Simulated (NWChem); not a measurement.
ethylene carbonate (C$_{3}$H$_{4}$O$_{3}$); SMILES C1COC(O1)=O

```xyz
10

O      0.0000     0.0000    -2.0365
C      0.0000     0.0000    -0.8418
O      0.0953    -1.1143    -0.0618
C     -0.1193    -0.7583     1.3096
C      0.1193     0.7583     1.3096
O     -0.0953     1.1143    -0.0618
H      0.5841    -1.3148     1.9320
H     -1.1450    -1.0233     1.5892
H     -0.5841     1.3148     1.9320
H      1.1450     1.0233     1.5892
```
Atoms are numbered in this order, from 1.

Results from NWChem. Pople sets run with spherical d functions. Coordinates come from a B3LYP/6-31G* (spherical d) optimisation. B3LYP is NWChem's, with the RPA form of VWN correlation. Atomic charges in e: unrestrained fits to the electrostatic potential beside Mulliken populations; buried atoms are poorly determined by the fit.

For level Hartree-Fock/6-31G*:

```
Quantity     Result
-----------  ------
Mulliken O1   -0.56
ESP C2         1.02
Mulliken C2    1.11
Mulliken O3   -0.65
Mulliken C4   -0.03
Mulliken C5   -0.03
```

### Question
How do the values read with level B3LYP/def2-SVP instead?

### Answer
| Item | Value |
|---|---|
| Mulliken O1 | -0.18 |
| ESP C2 | 0.89 |
| Mulliken C2 | 0.30 |
| Mulliken O3 | -0.32 |
| Mulliken C4 | 0.18 |
| Mulliken C5 | 0.18 |
